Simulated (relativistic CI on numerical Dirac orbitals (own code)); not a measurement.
## Mn⁸⁺: q coefficients and field-shift factors

Calculated at this level of theory: Dirac-Coulomb-Breit CI, separate exchange-only KLI orbitals for each configuration, derivatives by finite differences, unscaled Slater integrals, QED left out (own radial code, finite nucleus).

CI space (outside the closed core [Ne]): 3s²3p⁵, 3s3p⁶, 3s²3p⁴3d, 3s3p⁵3d, 3p⁶3d, 3s3p⁴3d², 3p⁵3d², 3p⁴3d³. Double excitations out of closed p, d and f shells are left out; levels of such configurations are missing from the list, as are those of other unlisted configurations, and high levels can miss mixing partners.

With x = (α/α₀)² − 1 an excitation energy changes as ω = ω₀ + qx; K = 2q/ω₀ is the relative enhancement. Terms are leading LS components, so labels can repeat. The field-shift factor is F = δν/δ⟨r²⟩ for the transition from the lowest level.

Lowest level 3s²3p⁵ ²P°3/2.

```
         Level  ω₀ (cm⁻¹)  q (cm⁻¹)  F (GHz/fm²)
 3s²3p⁵ ²P°1/2      12512     12730      -0.0224
   3s3p⁶ ²S1/2     243918     15770        -8.55
3s²3p⁴3d ⁴D7/2     344035      7751        0.325
3s²3p⁴3d ⁴D5/2     344238      7335         0.32
3s²3p⁴3d ⁴D3/2     345246      8413        0.316
3s²3p⁴3d ⁴D1/2     346354     10040        0.312
3s²3p⁴3d ²P1/2     374352      5746        0.308
3s²3p⁴3d ⁴F9/2     374766      4563        0.364
3s²3p⁴3d ⁴F7/2     378850      8791         0.35
3s²3p⁴3d ²P3/2     381234     11270        0.301
3s²3p⁴3d ⁴F5/2     381878     12400        0.341
3s²3p⁴3d ⁴F3/2     383424     13290        0.335
3s²3p⁴3d ⁴P1/2     387483      6271        0.297
```

At this charge configurations can still be misplaced by up to about 7 % of their energy.

Task: Which transition from the lowest level has the largest |K|?

Result: 3s²3p⁵ ²P°1/2 at 12512 cm⁻¹, K = 2.04.
